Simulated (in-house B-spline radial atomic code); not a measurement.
## Solving the quasi-particle equation for 5s of Sb IV (Sb3+)

Configuration [Kr] 4d10 5s2, start Hartree-Fock; correlation leaves out the 7 deepest shells. Computed with a B-spline radial code for spherical atoms: all electrons, scalar-relativistic (spin-free one-electron X2C), finite nucleus, each spin shell either full or empty, empty states to l = 9 with an (l + 1/2)⁻⁴ tail; G0W0 by contour deformation at full frequency.

At the mean-field level ε = -41.88 eV the matrix elements are Σx = -16.84 eV, v_xc = -16.84 eV and Σc(ε) = -2.044 eV, and the slope of the correlation self-energy is dΣc/dω = -0.0305. The quasi-particle energy solves E = ε + Σx − v_xc + Σc(E).

(1) What does the linearised equation give?

(2) How does that compare with the full solution and with static screening?

Answers

(1) Z = 1/(1 − dΣc/dω) = 1/1.0305 = 0.9704. The first-order shift is Σx − v_xc + Σc(ε) = -16.84 − (-16.84) + (-2.044) = -2.044 eV, so E ≈ ε + Z × shift = -41.88 + 0.9704 × (-2.044) = -43.863 eV.

(2) Solving the equation at full frequency dependence gives E = -43.864 eV, where Σc = -1.984 eV and the weight is 0.971; the linearised value is off by 1 meV. Leaving Z out would give -43.924 eV. Static COHSEX puts -3.587 eV in place of Σc and gives -45.467 eV, 1.60 eV deeper. The tabulated removal energy is 43.804 ± 0.025 eV (NIST, measured); the run leaves out spin-orbit coupling, Breit and QED terms.
